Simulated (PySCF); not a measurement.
Can point charges reproduce the dipole moment of `[SiH3]c1cccs1`?

Coordinates (GFN2-xTB, Å) and charges (e) from the PBE0/pcSseg-1 density (PySCF):

```json
{"atom": "Si1", "x": "2.228", "y": "-0.006", "z": "-0.255", "Mulliken": "+0.6079", "IAO": "+0.6157", "Hirshfeld": "+0.3034", "ESP-fitted": "+0.3558"}
{"atom": "C2", "x": "0.357", "y": "-0.055", "z": "-0.160", "Mulliken": "-0.5651", "IAO": "-0.4393", "Hirshfeld": "-0.1295", "ESP-fitted": "-0.2099"}
{"atom": "C3", "x": "-0.468", "y": "0.362", "z": "0.844", "Mulliken": "-0.0386", "IAO": "-0.1679", "Hirshfeld": "-0.0690", "ESP-fitted": "-0.0263"}
{"atom": "C4", "x": "-1.840", "y": "0.172", "z": "0.575", "Mulliken": "-0.0533", "IAO": "-0.1869", "Hirshfeld": "-0.0735", "ESP-fitted": "-0.2773"}
{"atom": "C5", "x": "-2.052", "y": "-0.391", "z": "-0.642", "Mulliken": "-0.2695", "IAO": "-0.3118", "Hirshfeld": "-0.0793", "ESP-fitted": "-0.1920"}
{"atom": "S6", "x": "-0.581", "y": "-0.697", "z": "-1.473", "Mulliken": "+0.2621", "IAO": "+0.3366", "Hirshfeld": "+0.1039", "ESP-fitted": "+0.0455"}
{"atom": "H7", "x": "2.628", "y": "0.810", "z": "-1.403", "Mulliken": "-0.0806", "IAO": "-0.1171", "Hirshfeld": "-0.0756", "ESP-fitted": "-0.0700"}
{"atom": "H8", "x": "2.733", "y": "-1.372", "z": "-0.412", "Mulliken": "-0.0807", "IAO": "-0.1171", "Hirshfeld": "-0.0757", "ESP-fitted": "-0.0706"}
{"atom": "H9", "x": "2.704", "y": "0.585", "z": "0.996", "Mulliken": "-0.0970", "IAO": "-0.1119", "Hirshfeld": "-0.0702", "ESP-fitted": "-0.0812"}
{"atom": "H10", "x": "-0.098", "y": "0.794", "z": "1.757", "Mulliken": "+0.0877", "IAO": "+0.1600", "Hirshfeld": "+0.0535", "ESP-fitted": "+0.1323"}
{"atom": "H11", "x": "-2.628", "y": "0.443", "z": "1.254", "Mulliken": "+0.0958", "IAO": "+0.1644", "Hirshfeld": "+0.0565", "ESP-fitted": "+0.1903"}
{"atom": "H12", "x": "-2.984", "y": "-0.647", "z": "-1.107", "Mulliken": "+0.1312", "IAO": "+0.1753", "Hirshfeld": "+0.0556", "ESP-fitted": "+0.2034"}
```

**Question.** What dipole does each set of charges give (1 e·Å = 4.803 D), and what does the density give?

**Answer.** The full density gives (-0.52, 0.22, 0.53) D, 0.78 D in size; dipole vectors point from the negative to the positive end.

| scheme | μx | μy | μz | size (D) | share of the full size (%) | angle to the full dipole (°) |
| --- | --- | --- | --- | --- | --- | --- |
| Mulliken | 1.55 | -0.28 | -0.78 | 1.76 | 226 | 160 |
| IAO | 0.87 | -0.47 | -1.14 | 1.51 | 194 | 173 |
| Hirshfeld | -0.07 | -0.20 | -0.43 | 0.47 | 61 | 129 |
| ESP-fitted | -0.52 | 0.22 | 0.53 | 0.77 | 100 | 0 |

**Question.** Which set comes closest?

**Answer.** Length of the difference vector: ESP-fitted 0.00 D, Hirshfeld 1.14 D, IAO 2.28 D, Mulliken 2.50 D. Closest: ESP-fitted. The schemes that divide the density aren't constrained to reproduce the dipole.

**Question.** What is left for the Hirshfeld atoms' own dipoles?

**Answer.** The shares of the density sum to the whole, so what Σ q r misses lies in dipoles about the nuclei. The atomic dipoles sum to (-0.52, 0.22, 0.53) − (-0.07, -0.20, -0.43) = (-0.45, 0.42, 0.96) D, 1.14 D in size.

**Question.** With the origin at the mean of the coordinates, (0.000, 0.000, -0.002) Å, which are the largest single terms, by size, of the Hirshfeld dipole along the direction of the full one?

**Answer.** Si1 -2.45, H8 +0.91, H7 +0.91, H11 +0.75, C4 -0.59 D; all 12 atoms together -0.30 D. The single terms depend on the origin, their sum doesn't.

**Question.** Give the size of the full dipole in other units.

**Answer.** 0.78 D = 0.306 au = 0.162 e·Å = 2.59 × 10⁻³⁰ C·m.

Geometry: GFN2-xTB; no solvent, vibrations or thermal averaging.
